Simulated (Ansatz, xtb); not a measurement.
## C2H6ClF3Si2: which of two isomers lies lower

Structure I is `C[Si@H]([SiH2]Cl)C(F)(F)F`, a singlet and structure II is `C[Si@]([SiH3])(Cl)C(F)(F)F`, a singlet. Both are isolated molecules in the gas phase, relaxed with B3LYP-D3(BJ)/def2-SVP; each stands in its lowest conformer found.

I (Å):

```xyz
14

C    -0.9265    0.9537   -0.4380
C     1.0714   -0.2524    1.6023
Cl   -1.2890   -2.3067   -2.5210
F     1.6126    0.9309    1.9575
F     2.0012   -1.2058    1.8400
F     0.0427   -0.4878    2.4516
Si    0.4666   -0.2871   -0.2383
Si   -0.2907   -2.4604   -0.6840
H    -1.3588    0.8731   -1.4473
H    -0.5661    1.9828   -0.2864
H    -1.7219    0.7496    0.2955
H     1.6524    0.0377   -1.0780
H     0.8043   -3.4578   -0.8200
H    -1.2628   -2.9253    0.3427
```

II (Å):

```xyz
14

C    -1.3576    2.1338   -0.3742
C     0.5803    0.0991    0.8236
Cl   -2.3169   -0.9539   -0.1353
F     1.0828   -1.1499    0.8295
F     0.1253    0.3594    2.0648
F     1.6180    0.9445    0.5939
Si   -0.7616    0.3714   -0.5478
Si    0.1742   -0.2027   -2.6180
H    -2.1549    2.3536   -1.1004
H    -0.5218    2.8314   -0.5439
H    -1.7510    2.2981    0.6411
H     0.6118   -1.6255   -2.5839
H     1.3411    0.6803   -2.9067
H    -0.8605   -0.0180   -3.6762
```

Question: Estimate E(II) − E(I) at the level CCSD(T)/def2-SVP + ΔMP2/def2-TZVPP.

Answer: Calculated at CCSD(T)/def2-SVP + ΔMP2/def2-TZVPP: E(II) − E(I) = −0.105 eV, so structure II lies lower.

Level by level:

| level | geometry | E(II) − E(I) (eV) | departure from the last row (eV) | job, with rough time for the two |
| --- | --- | --- | --- | --- |
| GFN2-xTB | GFN2-xTB | +0.172 | +0.277 | optimisation, 0.95 s |
| HF/STO-3G | GFN2-xTB | −0.008 | +0.097 | single point, 0.8 s |
| r2SCAN-D4/def2-SVP | GFN2-xTB | −0.141 | −0.036 | single point, 8.4 s |
| B3LYP-D3(BJ)/def2-SVP | B3LYP-D3(BJ)/def2-SVP | −0.118 | −0.012 | optimisation, 2.1 min |
| HF/def2-SVP | B3LYP-D3(BJ)/def2-SVP | −0.061 | +0.044 | part of the CCSD(T) run |
| MP2/def2-SVP | B3LYP-D3(BJ)/def2-SVP | −0.130 | −0.025 | part of the CCSD(T) run |
| CCSD(T)/def2-SVP | B3LYP-D3(BJ)/def2-SVP | −0.122 | −0.017 | single point |
| CCSD(T)/def2-SVP + ΔMP2/def2-TZVPP | B3LYP-D3(BJ)/def2-SVP | −0.105 |  | single point, 3.2 min |

As drawn, both hold the same kinds of bond in the same numbers.

GFN2-xTB puts the two in the other order. HF/STO-3G finds them nearly level. The largest departure from CCSD(T)/def2-SVP + ΔMP2/def2-TZVPP is that of GFN2-xTB, 0.277 eV. The last row adds to CCSD(T) the change of the MP2 difference between the two basis sets, here +0.017 eV.

With thermal terms from frequencies at re-optimised GFN2-xTB minima (ideal gas, soft modes damped towards free rotors, one conformer each, 298.15 K, 1 atm): the zero-point term adds −0.010 eV; ΔH is −0.103 and ΔG −0.130 eV.

The correlated steps freeze 20 core orbitals. Run with Ansatz 0.2.0, xtb 6.7.1; the last row on 4 threads of Arm Neoverse N1 on a shared host.
